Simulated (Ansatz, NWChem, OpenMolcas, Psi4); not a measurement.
**SnNH4Cl (SMILES [NH2][SnH2][Cl]): the vertical ionisation energy, rung by rung**

The species is SnNH4Cl (7 atoms), meant as a singlet with charge 0. SMILES: `[NH2][SnH2][Cl]`. The shape is that of a PBE0-D4/def2-TZVP optimisation. This is one conformer, not always the lowest.

Each level gives the vertical ionisation energy (to the doublet cation) (eV). The values are calculated.

```json
{"level": "HF/def2-SVP (core potential)", "kind": "Hartree–Fock", "program": "NWChem", "value (eV)": "8.50", "CPU time (all runs)": "46 s"}
{"level": "SVWN5/def2-SVP (core potential)", "kind": "LDA", "program": "Ansatz", "value (eV)": "9.55", "CPU time (all runs)": "8.1 s"}
{"level": "revPBE/def2-SVP (core potential)", "kind": "GGA", "program": "Ansatz", "value (eV)": "9.35", "CPU time (all runs)": "15 s"}
{"level": "BHLYP/def2-SVP (core potential)", "kind": "global hybrid", "program": "OpenMolcas", "value (eV)": "9.56", "CPU time (all runs)": "68 s"}
{"level": "r2SCAN0/def2-SVP (core potential)", "kind": "hybrid meta-GGA", "program": "Ansatz", "value (eV)": "9.62", "CPU time (all runs)": "21 s"}
{"level": "HSE06/def2-SVP (core potential)", "kind": "range-separated hybrid", "program": "Ansatz", "value (eV)": "9.65", "CPU time (all runs)": "18 s"}
{"level": "B2PLYP/def2-SVP (core potential)", "kind": "double hybrid", "program": "Ansatz", "value (eV)": "9.65", "CPU time (all runs)": "13 s"}
{"level": "RPA@PBE0/def2-SVP (core potential)", "kind": "RPA", "program": "Ansatz", "value (eV)": "9.56", "CPU time (all runs)": "28 s"}
{"level": "MP2/def2-SVP (core potential)", "kind": "perturbation theory", "program": "Ansatz", "value (eV)": "9.70", "CPU time (all runs)": "5.3 s"}
{"level": "CCSD/def2-SVP (core potential)", "kind": "coupled cluster or CI", "program": "Psi4", "value (eV)": "9.47", "CPU time (all runs)": "52 s"}
```

Spin-orbit coupling is left out. The values span 8.50 to 9.70 eV. In the correlated wave-function rows the outer d shell of Sn is correlated, in sets not made for it. CPU times are rough (shared hosts, several kinds of processor and program).
